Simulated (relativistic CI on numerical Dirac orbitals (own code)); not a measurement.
## The 5d ions of charge 3+

Method of calculation: Dirac-Coulomb-Breit CI, KLI orbitals optimised for each configuration, model QED (radiative potential, 1s self-energy scaled to tabulated hydrogen-like ionisation energies), valence Slater integrals scaled by 0.75 (own radial code, finite nucleus).

Each species is treated in one configuration, given outside its closed core, with all valence electrons in the open shell. Radial values are for the open shell of highest l, unscaled and averaged over j; ζ includes the Breit term. Labels give the leading LS character, summed over repeated terms.

| Ion | Configuration | Its lowest level | LS weight (%) | ⟨r⟩ (bohr) | ⟨r²⟩ (bohr²) | F² (cm⁻¹) | F⁴ (cm⁻¹) | g_J | g√(J(J+1)) |
| --- | --- | --- | --- | --- | --- | --- | --- | --- | --- |
| Hf³⁺ | 5d | 2D_3/2 | 100 | 1.931 | 4.307 |  |  | 0.799 | 1.55 |
| Ta³⁺ | 5d2 | 3F_2 | 93 | 1.841 | 3.914 | 56380 | 37250 | 0.690 | 1.69 |
| W³⁺ | 5d3 | 4F_3/2 | 90 | 1.756 | 3.559 | 59150 | 39140 | 0.446 | 0.86 |
| Re³⁺ | 5d4 | 5D_0 | 73 | 1.678 | 3.251 | 61900 | 41020 |  | 0.00 |
| Os³⁺ | 5d5 | 6S_5/2 | 87 | 1.608 | 2.984 | 64620 | 42880 | 1.946 | 5.76 |
| Ir³⁺ | 5d6 | 5D_4 | 81 | 1.544 | 2.751 | 67300 | 44700 | 1.445 | 6.46 |
| Pt³⁺ | 5d7 | 4F_9/2 | 82 | 1.486 | 2.548 | 69930 | 46500 | 1.292 | 6.43 |
| Au³⁺ | 5d8 | 3F_4 | 95 | 1.432 | 2.368 | 72510 | 48270 | 1.238 | 5.54 |
| Hg³⁺ | 5d9 | 2D_5/2 | 100 | 1.383 | 2.209 |  |  | 1.200 | 3.55 |
